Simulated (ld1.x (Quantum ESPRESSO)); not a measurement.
erbium (Er) TM: all-electron and pseudo phase curves

- Element: Er
- Generator: ld1.x (Quantum ESPRESSO) 7.5
- Type: norm-conserving Troullier–Martins (Kleinman–Bylander form)
- Functional: Wu–Cohen
- Relativity: scalar-relativistic
- Frozen core: [Kr] 4d10 5s2
- Valence charge: 20
- Reference configuration: 4f12 5p6 5d0 6s1.5 6p0 (charge +0.5)
- Partial waves: 5p (bound): rc 1.30 bohr; 5d (bound, empty): rc 3.40 bohr; 4f (bound): rc 0.75 bohr; 6s (bound): rc 3.15 bohr
- Local potential: the s channel
- Core correction: Bessel-smoothed model core inside 0.50 bohr

The phase is arctan(r·u′/u) with u = r·R(r), unwrapped; energies in Ry, scanned from -4 to 5 Ry. A pole is an energy at which the radial function vanishes at the test radius. The pseudo phase is shifted by a multiple of π to meet the all-electron one at the reference energy, and phase errors are pseudo minus all-electron; the curves can meet again beyond the range given. Levels narrower than the energy grid can be missing from the lists of poles.

Task: For each channel, where are the poles, and over which energies does the pseudopotential scatter like the atom?

Result:

| channel | radius (bohr) | reference energy (Ry) | poles, all-electron | poles, pseudo | unbroken range about the reference energy with phases within 0.05 rad | phase error 1 Ry above the reference energy (rad) |
| --- | --- | --- | --- | --- | --- | --- |
| s | 3.71 | -0.47 | 0.46, 4.86 | 0.42, 3.34 | below 1.2 | -0.012 |
| p | 3.71 | -2.17 | -2.16, 1.33 | -2.16, 2.00 | below -0.6 | +0.011 |
| d | 3.71 | -0.27 | 0.04, 3.00 | 0.05, 3.78 | below 0.7 | +0.063 |
| f | 3.71 | -0.46 | -0.46, 2.02 | -0.45, 2.88 | below 0.2 | +0.180 |

A Bessel basis up to 400 Ry misses an occupied level by 0.05 Ry, so cutoffs and ghosts were not judged.

Phases in the p channel:

```
E (Ry)  all-electron  pseudo
 -4.00         1.425   1.425
 -3.76         1.419   1.419
 -3.52         1.412   1.413
 -3.28         1.405   1.405
 -3.04         1.396   1.397
 -2.80         1.385   1.385
 -2.56         1.368   1.369
 -2.32         1.324   1.325
 -2.08        -1.721  -1.719
 -1.84        -1.779  -1.776
 -1.60        -1.808  -1.804
 -1.36        -1.840  -1.832
 -1.12        -1.881  -1.868
 -0.88        -1.941  -1.918
 -0.64        -2.040  -1.994
 -0.40        -2.237  -2.122
 -0.16        -2.731  -2.382
  0.08        -3.694  -2.978
  0.32        -4.255  -3.800
  0.56        -4.475  -4.237
  0.80        -4.586  -4.432
  1.04        -4.654  -4.537
  1.28        -4.703  -4.602
  1.52        -4.743  -4.648
  1.76        -4.779  -4.683
  2.00        -4.816  -4.712
  2.24        -4.858  -4.737
  2.48        -4.912  -4.760
  2.72        -4.992  -4.784
  2.96        -5.138  -4.808
  3.20        -5.489  -4.836
  3.44        -6.447  -4.870
  3.68        -7.234  -4.914
  3.92        -7.506  -4.978
  4.16        -7.625  -5.085
  4.40        -7.693  -5.303
  4.64        -7.737  -5.873
  4.88        -7.768  -6.856
```
